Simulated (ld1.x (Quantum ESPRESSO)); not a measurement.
**How hard is this bismuth TM potential?**

* Element: bismuth
* Generator: ld1.x (Quantum ESPRESSO) 7.5
* Type: norm-conserving Troullier–Martins (Kleinman–Bylander form)
* Functional: LDA (PZ)
* Relativity: scalar-relativistic
* Frozen core: [Xe] 4f14
* Valence charge: 15
* Reference configuration: 5d10 6s2 6p3
* Partial waves: 6s (bound): rc 1.90 bohr; 5d (bound): rc 1.90 bohr; 6p (bound): rc 2.45 bohr
* Local potential: the p channel
* Core correction: a·sin(br)/r model core, default radius (core density twice the valence density)

The pseudo-atom Hamiltonian at the reference potential is diagonalised in spherical Bessel functions j_l(qr) that vanish at 20 bohr, with q² up to the cutoff. All-electron valence levels (Ry): 6s -1.0849, 5d -1.9979, 6p -0.3509.

Q: How do the lowest levels (Ry) of each channel move with the cutoff, and are there ghosts?

A:

```csv
cutoff (Ry),s #1,d #1,d #2,p #1,p #2,f #1,f #2,Σ f·Δε (mRy)
8,-1.0465,-0.0351,0.0720,-0.3412,0.0260,0.1093,0.2292,19733.9
18,-1.0742,-0.9554,0.0546,-0.3503,0.0253,0.1093,0.2292,10448.2
30,-1.0837,-1.7848,0.0522,-0.3509,0.0253,0.1093,0.2292,2133.4
50,-1.0847,-1.9960,0.0518,-0.3509,0.0253,0.1093,0.2292,19.1
70,-1.0848,-1.9977,0.0518,-0.3509,0.0253,0.1093,0.2292,2.2
110,-1.0849,-1.9979,0.0518,-0.3509,0.0253,0.1093,0.2292,0.1
400,-1.0849,-1.9979,0.0518,-0.3509,0.0253,0.1093,0.2292,0.0
```

Result: no extra level below or beside the all-electron valence levels (s, d, p, f tested); 10 mRy is reached at 55 Ry and 1 mRy at 90 Ry.
